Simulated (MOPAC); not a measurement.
Input for MOPAC: PM3 on MgAl-, 2S+1 = 3, a spin state set in the input, which need not be the lowest, a point of a bond scan (R = 2.663 Å). Charge -1.

```
PM3 1SCF PRECISE CHARGE=-1 UHF MS=1 THREADS=1
AlMg

Mg     0.00000000 1     0.00000000 1     0.00000000 1
Al     0.00000000 1     0.00000000 1     2.66267300 1
```

It printed:

```
*******************************************************************************
 **                                                                           **
 **                              MOPAC v23.2.5                                **
 **                                                                           **
 *******************************************************************************
 ** MOPAC's Digital Object Identifier: https://doi.org/10.5281/zenodo.6511958 **
 **                                                                           **
 ** Please cite the open-source release paper for use of this MOPAC version:  **
 ** J. E. Moussa and J. J. P. Stewart (2026)                                  **
 ** MOPAC: An open-source semiempirical molecular orbital program             **
 ** J. Open Source Softw., 11(119), 8025, https://doi.org/10.21105/joss.08025 **
 *******************************************************************************

                              PM3 CALCULATION RESULTS

 *******************************************************************************
 *  PM3        - The PM3 Hamiltonian to be used
 *  UHF        - UNRESTRICTED HARTREE-FOCK CALCULATION
 *
 *
 *
 *                 CHARGE ON SYSTEM = -1
 *
 *
 *
 *  MS=        - IN MECI, MAGNETIC COMPONENT OF SPIN =  1.0
 *  PRECISE    - TIGHTER CRITERIA TO BE USED
 *  1SCF       - DO 1 SCF AND THEN STOP
 *  THREADS=1  - MULTI-THREADING NOT USED
 *  T=         - A TIME OF 172800.0 SECONDS REQUESTED
 *  DUMP=N     - RESTART FILE WRITTEN EVERY 7200.0 SECONDS REQUESTED
 *******************************************************************************
PM3 1SCF PRECISE CHARGE=-1 UHF MS=1 THREADS=1
 AlMg

   ATOM   CHEMICAL          X               Y               Z
  NUMBER   SYMBOL      (ANGSTROMS)     (ANGSTROMS)     (ANGSTROMS)

     1      Mg          0.00000000  *   0.00000000  *   0.00000000  *
     2      Al          0.00000000  *   0.00000000  *   2.66267300  *



          CARTESIAN COORDINATES

    NO.       ATOM           X           Y           Z

     1        Mg          0.0000      0.0000      0.0000
     2        Al          0.0000      0.0000      2.6627

 Mg: (PM3): J. J. P. STEWART, J. COMP. CHEM. 12, 320-341 (1991).
 Al: (PM3): J. J. P. STEWART, J. COMP. CHEM. 10, 209 (1989).

           Empirical Formula: Mg Al  =     2 atoms



      MOLECULAR POINT GROUP   :   C*v


          UHF CALCULATION, NO. OF ALPHA ELECTRONS =    4
                           NO. OF BETA  ELECTRONS =    2

 -------------------------------------------------------------------------------
 PM3 1SCF PRECISE CHARGE=-1 UHF MS=1 THREADS=1
 AlMg



     1SCF WAS SPECIFIED, SO BFGS WAS NOT USED
     SCF FIELD WAS ACHIEVED


                              PM3 CALCULATION
                                                       MOPAC v23.2.5 Linux




          FINAL HEAT OF FORMATION =        -20.65555 KCAL/MOL =     -86.42280 KJ/MOL


          COSMO AREA              =         98.84 SQUARE ANGSTROMS
          COSMO VOLUME            =         85.09 CUBIC ANGSTROMS

          IONIZATION POTENTIAL    =          3.697822 EV
          ALPHA SOMO LUMO (EV)    =         -3.907  2.763
          BETA  SOMO LUMO (EV)    =         -3.698  2.235
          NO. OF ALPHA ELECTRONS  =          4
          NO. OF BETA  ELECTRONS  =          2
          MOLECULAR WEIGHT        =         51.2865         POINT GROUP:  C*v

          MOLECULAR DIMENSIONS (Angstroms)

            Atom       Atom       Distance
           Al     2   Mg     1     2.66267
           Al     2   Mg     1     0.00000
           Mg     1   Al     2     0.00000


          SCF CALCULATIONS        =          1





   ATOM   CHEMICAL          X               Y               Z
  NUMBER   SYMBOL      (ANGSTROMS)     (ANGSTROMS)     (ANGSTROMS)

     1      Mg          0.00000000  *   0.00000000  *   0.00000000  *
     2      Al          0.00000000  *   0.00000000  *   2.66267300  *

                             CARTESIAN COORDINATES

   1   Mg        0.000000000     0.000000000     0.000000000
   2   Al        0.000000000     0.000000000     2.662673000


           Empirical Formula: Mg Al  =     2 atoms



      MOLECULAR POINT GROUP   :   C*v


          ALPHA EIGENVALUES
  -4.91387  -4.13278  -4.10461  -3.90667   2.76330   2.78399   2.82801  10.15107


           BETA EIGENVALUES
  -4.40000  -3.69782   2.23544   2.24494   2.62977   2.70228   2.75016  17.61630


              NET ATOMIC CHARGES AND DIPOLE CONTRIBUTIONS

  ATOM NO.   TYPE          CHARGE      No. of ELECS.   s-Pop       p-Pop
    1         Mg           0.025539        1.9745     1.41972     0.55474
    2         Al          -1.025539        4.0255     0.00268     4.02286
 DIPOLE           X         Y         Z       TOTAL
 POINT-CHG.     0.000     0.000    -6.388     6.388
 HYBRID         0.000     0.000     0.813     0.813
 SUM            0.000     0.000    -5.575     5.575


          ATOMIC ORBITAL ELECTRON POPULATIONS

     Atom    s        px        py        pz
    1 Mg   1.41972   0.00726   0.00257   0.54491
    2 Al   0.00268   1.99274   0.99743   1.03269


                    (SZ)    =    1.000000
                    (S**2)  =    2.574567


          ATOMIC ORBITAL SPIN POPULATIONS

    Atom   Total    s     px     py     pz
         Atomic
    1 Mg  0.1295 -0.108 -0.001  0.003  0.236
    2 Al  1.8705 -0.001  0.001  0.997  0.873

 **********************
 *                    *
 * JOB ENDED NORMALLY *
 *                    *
 **********************




 == MOPAC DONE ==
```

The run finished. Its determinant has ⟨S²⟩ = 2.57, a mixture of spin states.

Cost: roughly 0.020 core-seconds.
